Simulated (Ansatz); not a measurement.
C7H8O, triplet (typed; the unrestricted solution is spin-contaminated), geometry from GFN2-xTB of the parent state (a higher spin typed on purpose: for a closed-shell molecule this is an excited state); MP2/6-31G run with Ansatz (a first-principles code).

The Ansatz input:
Ansatz 0.2 input:
```yaml
crystal:
  periodic: [false, false, false]
  atoms:
    - {symbol: C, position_ang: [-2.76564113, 0.24474505, -0.12444023]}
    - {symbol: O, position_ang: [-1.68690838, -0.46492555, -0.68070261]}
    - {symbol: C, position_ang: [-0.42665754, -0.18687962, -0.24039320]}
    - {symbol: C, position_ang: [0.59851766, -0.92608697, -0.83281670]}
    - {symbol: C, position_ang: [1.91010832, -0.72287747, -0.45941363]}
    - {symbol: C, position_ang: [2.22421125, 0.21857305, 0.50911986]}
    - {symbol: C, position_ang: [1.21089744, 0.95130888, 1.09673826]}
    - {symbol: C, position_ang: [-0.11137104, 0.75662985, 0.73032410]}
    - {symbol: H, position_ang: [-3.65698679, -0.13812627, -0.61922429]}
    - {symbol: H, position_ang: [-2.84912455, 0.07153434, 0.95364028]}
    - {symbol: H, position_ang: [-2.68159491, 1.31998645, -0.31423270]}
    - {symbol: H, position_ang: [0.33508288, -1.65380074, -1.58419238]}
    - {symbol: H, position_ang: [2.69350327, -1.30170750, -0.92586391]}
    - {symbol: H, position_ang: [3.25103115, 0.37758850, 0.80137780]}
    - {symbol: H, position_ang: [1.44370153, 1.68750866, 1.85242260]}
    - {symbol: H, position_ang: [-0.88073533, 1.34394427, 1.20698272]}
basis:
  gaussian:
    orbitals: 6-31G
magnetization: {spin_polarized: true, initial_magnetization: 2}
correlation: {method: mp2}
```

Output, abridged:

```
Functional definition: HF
1220 factors; integrals over basis functions are off by at most 2.4e-4 eV
mean field evaluation 1: about -9364.3919 eV, gradient 2.4e1 eV
mean field evaluation 2: about -9364.4045 eV, gradient 2.4e1 eV
mean field evaluation 4: about -9368.1687 eV, gradient 3.0e0 eV
mean field evaluation 8: about -9368.2189 eV, gradient 1.1e0 eV
mean field evaluation 16: about -9369.4963 eV, gradient 4.6e-4 eV
mean field evaluation 32: about -9364.3922 eV, gradient 2.4e1 eV
mean field evaluation 64: about -9368.1710 eV, gradient 1.0e-4 eV
mean field -9369.49627267 eV, -344.3226371480 hartree, gradient 5.8e-6 eV, S^2 2.337273; 4 other end points of the search recorded, 0 dependent functions left out
8 core orbitals not correlated
reference -9369.49627267 eV, -344.3226371480 hartree; 22, 20 occupied and 58, 60 virtual orbitals, 1220 factors
second order -17.82840386 eV of doubles, -0.00000000 eV of singles
Total energy: -9387.32467653 eV, -344.9778189053 hartree
```
